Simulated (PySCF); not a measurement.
(Z)-1-bromo-2-chloro-1,2-difluoroethene (C₂BrClF₂), SMILES F/C(Cl)=C(\F)Br. The structure is a stationary point at PBE-D3(BJ)/def2-SVP.

All values below come from PBE-D3(BJ)/def2-SVP run with PySCF.

Harmonic wavenumbers (cm⁻¹): 130, 138, 308, 324, 340, 396, 502, 513, 909, 1147, 1204, 1695. Rotational constants (GHz): 2.676, 1.228, 0.8419; symmetry number 1.

Q: Work out the zero-point energy and the ideal-gas rigid-rotor harmonic-oscillator thermochemistry at 298.15 K and 1 atm.

A: ZPE = ½ Σ hcν = ½ × 7606 cm⁻¹ = 45.49 kJ/mol. H − E(el) = 64.23 kJ/mol. Entropy in J/(mol K): translation 173.33, rotation 121.93, vibration 50.79, total 346.05. G − E(el) = -38.95 kJ/mol. Cp = 90.31 J/(mol K). Modes under 150 cm⁻¹ make the vibrational entropy uncertain.
